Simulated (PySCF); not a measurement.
Coordinates in bohr (charge -1 multiplicity 1):
```
In    0.0000    0.0000    0.0000
Se    0.0000    0.0000    4.5571
Se    0.0000    0.0000   -4.5571
```

These are results of PBE in PySCF with In def2-SVPD with ECP28, Se def2-SVPD; scalar-relativistic core potentials, no spin–orbit coupling; density-fitted integrals, not measurements.

This geometry of InSe₂⁻ is a stationary point at this level.

Question: What is the point group?

Answer: D∞h.

Question: Is it a minimum?

Answer: Yes: all harmonic wavenumbers are real.

Question: Which band is strongest in the infrared?

Answer: 327 cm⁻¹ (σu+), 69 km/mol.

Question: What are the dipole moment and the gap between the highest occupied and lowest empty levels?

Answer: 0.00 D about the centre of mass and 2.45 eV.

Question: Give the atomic charges and bond orders.

Answer: 
| atom | Mulliken | Löwdin | polar tensor | Mayer order to In1 |
| --- | --- | --- | --- | --- |
| In1 | 0.39 | -0.07 | 0.65 | – |
| Se2,3 | -0.69 | -0.47 | -0.83 | 1.48 |

Other isomers or separated fragments may lie lower. The lowest empty level of this anion is unbound, so it and the gap depend on the basis.
